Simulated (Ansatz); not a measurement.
Mulliken charges of CH₄FGeOS, SMILES `C[O][Ge]([F])[SH]` radical from ωB97M-V/def2-TZVPP in Ansatz (PBE0-D4/def2-TZVP geometry).

```tsv
atom	x (Å)	y (Å)	z (Å)	charge (e)
C1	-0.736	-0.416	-1.453	-0.182
O2	-0.753	0.313	-0.241	-0.394
Ge3	0.204	-0.172	1.163	0.689
F4	1.667	-0.875	0.498	-0.372
S5	0.628	1.771	2.172	-0.239
H6	-1.415	-1.273	-1.406	0.116
H7	0.267	-0.769	-1.707	0.131
H8	-1.084	0.256	-2.240	0.124
H9	1.221	1.165	3.214	0.126
```

Task: By hand: the dipole of these point charges (1 e Å = 4.8032 D).

Result: Σ q r = (-0.309, -0.334, 0.197) e Å, of length 0.496 e Å = 2.38 D.

Task: How does the dipole of the full density compare? (Best estimate.)

Result: The calculation gave: (-0.181, -0.181, 0.098) e Å, 1.32 D; the point charges give 1.80 times that, at 3° from its direction.

Point charges leave out the atoms' own dipoles, such as those of lone pairs, and Mulliken's split depends on the basis, so the two needn't agree.
